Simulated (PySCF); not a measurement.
# Bonding in `CCCC=C1CCCC1`

Compound: C₉H₁₆.
Numbering: `[CH3:1][CH2:2][CH2:3][CH:4]=[C:5]1[CH2:6][CH2:7][CH2:8][CH2:9]1` (hydrogens: H10, H11, H12 on C1; H13, H14 on C2; H15, H16 on C3; H17 on C4; H18, H19 on C6; H20, H21 on C7; H22, H23 on C8; H24, H25 on C9)

Structure used (GFN2-xTB), in Å, numbered top down from 1:
```xyz
25
C9H16 angstrom
C      3.8130    0.4192   -0.6272
C      2.6447    0.0081    0.2597
C      1.4799   -0.5457   -0.5673
C      0.3481   -0.9867    0.3076
C     -0.8486   -0.4236    0.3709
C     -1.9676   -0.8872    1.2697
C     -3.2128   -0.1981    0.7120
C     -2.6713    1.1333    0.1971
C     -1.3313    0.7548   -0.4371
H      4.1800   -0.4347   -1.1932
H      3.5039    1.1886   -1.3320
H      4.6314    0.8114   -0.0278
H      2.9756   -0.7522    0.9711
H      2.2968    0.8701    0.8338
H      1.1417    0.2164   -1.2702
H      1.8383   -1.4027   -1.1455
H      0.5653   -1.8346    0.9456
H     -1.7773   -0.5504    2.2928
H     -2.0566   -1.9733    1.2883
H     -3.6178   -0.7787   -0.1188
H     -3.9957   -0.0741    1.4593
H     -3.3459    1.6195   -0.5065
H     -2.5054    1.8106    1.0369
H     -0.6228    1.5831   -0.4260
H     -1.4766    0.4511   -1.4778
```

Bond orders from the PBE0/pcSseg-1 density (PySCF). One conformer (not necessarily the lowest) at the GFN2-xTB geometry, without solvent, vibrations or thermal averaging.

Question: Where do the orders between heavy atoms depart from those drawn in the SMILES?

Answer: The largest departure is 0.085, at C4–C5 (drawn double, 1.915).

Question: Give the Mayer order of every bond between heavy atoms, beside its length.

Answer: 
| bond | drawn as | length (Å) | Mayer order |
| --- | --- | --- | --- |
| C1–C2 | single | 1.523 | 1.060 |
| C2–C3 | single | 1.532 | 1.013 |
| C3–C4 | single | 1.497 | 1.076 |
| C4–C5 | double | 1.324 | 1.915 |
| C5–C6 | single | 1.508 | 1.026 |
| C6–C7 | single | 1.528 | 1.025 |
| C7–C8 | single | 1.527 | 1.033 |
| C8–C9 | single | 1.530 | 1.030 |
| C9–C5 | single | 1.508 | 1.015 |

By pair of heavy elements: C–C: lowest C2–C3 and C9–C5 (1.013, 1.532 Å), highest C4–C5 (1.915, 1.324 Å); in 2 of the 36 pairs the longer bond (by over 0.003 Å) has the higher order (by 0.02 or more). Bonds named together lie within 0.004.

Question: And the bonds to hydrogen?

Answer: C–H: 0.93 to 0.97 (16 bonds).

Question: Sum the orders of all bonds at each heavy atom with more than one neighbour and set the sums beside the valence in the SMILES.

Answer: C1 3.962 (drawn 4), C2 3.979 (drawn 4), C3 3.970 (drawn 4), C4 3.944 (drawn 4), C5 3.956 (drawn 4), C6 3.942 (drawn 4), C7 3.966 (drawn 4), C8 3.971 (drawn 4), C9 3.919 (drawn 4). Orders between atoms that aren't bonded are not in these sums.

Mayer orders depend on the basis set.

The run behind these numbers computed NMR shieldings as well. Hardware: x86-64 server, one thread, shared host. Cost: 43 s of wall time.
